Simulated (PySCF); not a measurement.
Computed IR spectrum (relative IR intensity) of a molecule CH6Cl2Si2. Geometry: TPSSh-D3(BJ)/def2-SVP. One conformer was computed; it need not be the lowest. All values below come from TPSSh-D3(BJ)/def2-SVP run with PySCF. Frequencies are harmonic and unscaled.

```json
[
 {"ν (cm⁻¹)": "180", "relative intensity": "3.7"},
 {"ν (cm⁻¹)": "198", "relative intensity": "7.6"},
 {"ν (cm⁻¹)": "389", "relative intensity": "6.0"},
 {"ν (cm⁻¹)": "508", "relative intensity": "36"},
 {"ν (cm⁻¹)": "516", "relative intensity": "6.5"},
 {"ν (cm⁻¹)": "531", "relative intensity": "45"},
 {"ν (cm⁻¹)": "570", "relative intensity": "36"},
 {"ν (cm⁻¹)": "731", "relative intensity": "31"},
 {"ν (cm⁻¹)": "799", "relative intensity": "93"},
 {"ν (cm⁻¹)": "802", "relative intensity": "30"},
 {"ν (cm⁻¹)": "887", "relative intensity": "100"},
 {"ν (cm⁻¹)": "945", "relative intensity": "30"},
 {"ν (cm⁻¹)": "948", "relative intensity": "30"},
 {"ν (cm⁻¹)": "1280", "relative intensity": "8.9"},
 {"ν (cm⁻¹)": "1443", "relative intensity": "5.0"},
 {"ν (cm⁻¹)": "2245", "relative intensity": "39"},
 {"ν (cm⁻¹)": "2254", "relative intensity": "55"},
 {"ν (cm⁻¹)": "2269", "relative intensity": "45"}
]
```

**Question.** Which molecule gave these data?
A. C[SiH2][SiH](Cl)Cl
B. Cl[SiH2]C[SiH2]Cl
C. [SiH3]C[SiH](Cl)Cl
D. C[Si]([SiH3])(Cl)Cl

**Answer.** D, C[Si]([SiH3])(Cl)Cl
